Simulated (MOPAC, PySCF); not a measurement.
[Mo(Cl)2(OH)4], neutral singlet in the gas phase. 

Cartesian coordinates (Å):
```xyz
11

Mo    -0.1992     0.1107     0.2435
Cl    -1.0389    -0.1309    -1.9815
Cl     1.3652    -1.7095    -0.2136
O      1.2720     1.0658    -0.3952
H      2.0577     0.5973    -0.7251
O     -1.1744    -1.3334     0.8503
H     -0.8626    -2.2538     0.8028
O      0.2367     0.5965     1.9954
H      0.7272     1.4141     2.1821
O     -1.4607     1.5059     0.2739
H     -1.9543     1.6645    -0.5486
```
Charge 0, spin multiplicity 1.

All levels are single points at this geometry (r2SCAN-D4/def2-SVP); Pople sets use spherical d functions. Orbital energies aren't observables, and empty levels follow the basis.

PM7 in MOPAC gives gap (eV) = 9.51.

### Question
Estimate the gap (eV) from each of these levels: B3LYP-D3(BJ)/def2-TZVP in PySCF; PBE-D3(BJ)/def2-TZVP in PySCF; TPSSh-D3(BJ)/def2-TZVP in PySCF; B3LYP/6-311+G** (LANL2DZ on Mo) in PySCF; B3LYP/6-31G* (LANL2DZ on Mo) in PySCF; B3LYP/LANL2DZ in PySCF; M06-2X/6-31G* (LANL2DZ on Mo) in PySCF; PBE/6-31G* (LANL2DZ on Mo) in PySCF; SVWN5/6-31G* (LANL2DZ on Mo) in PySCF; HF/6-31G* (LANL2DZ on Mo) in PySCF; AM1 in MOPAC; PM6 in MOPAC.

### Answer

```
level                                     gap (eV)
----------------------------------------  --------
B3LYP-D3(BJ)/def2-TZVP in PySCF               3.45
PBE-D3(BJ)/def2-TZVP in PySCF                 2.05
TPSSh-D3(BJ)/def2-TZVP in PySCF               2.87
B3LYP/6-311+G** (LANL2DZ on Mo) in PySCF      3.15
B3LYP/6-31G* (LANL2DZ on Mo) in PySCF         3.18
B3LYP/LANL2DZ in PySCF                        3.12
M06-2X/6-31G* (LANL2DZ on Mo) in PySCF        5.48
PBE/6-31G* (LANL2DZ on Mo) in PySCF           1.85
SVWN5/6-31G* (LANL2DZ on Mo) in PySCF         1.87
HF/6-31G* (LANL2DZ on Mo) in PySCF            9.36
AM1 in MOPAC                                  8.71
PM6 in MOPAC                                  9.53
```
